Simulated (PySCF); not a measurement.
# Deprotonation sites of trimethylborane

Parent: trimethylborane, `CB(C)C` (C3H9B). Atom numbers as in the mapped SMILES `[CH3:1][B:2]([CH3:3])[CH3:4]`.

Level of theory: ωB97X-D3(BJ)/ma-def2-TZVP single points in PySCF, grid level 2; every species was optimised with PBE0-D3(BJ)/ma-def2-SVP. ωB97X-D3(BJ) is ωB97X-V with D3(BJ) in place of VV10. Thermal corrections: PBE0-D3(BJ)/ma-def2-SVP frequencies, unscaled, ideal gas at 298.15 K and 1 bar, quasi-RRHO entropy.

| site | product | ΔH(acid) / kcal/mol | ΔG(acid) / kcal/mol |
| --- | --- | --- | --- |
| C1 (methyl carbon) | `[CH2-]B(C)C` | 377.1 | 371.8 |

ΔH and ΔG refer to AH → A⁻ + H⁺ in the gas phase. Sites whose products fell apart, merged with another or lost in a GFN2-xTB screen aren't listed.

In DMSO the product from C1 is solvated 54.6 kcal/mol more strongly than the parent (electrostatics only).

Deprotonation enthalpy (ΔH), Gas-phase acidity (ΔG): the gap is larger than usual, and may come from another state, site, conformer or species, from the functional or basis, or from an outlying measurement.

Measured values (NIST Chemistry WebBook, evaluated or the median of agreeing entries): deprotonation enthalpy (ΔH) 1532 kJ/mol (computed 1578, difference 46); gas-phase acidity (ΔG) 1502 kJ/mol (computed 1556, difference 54).
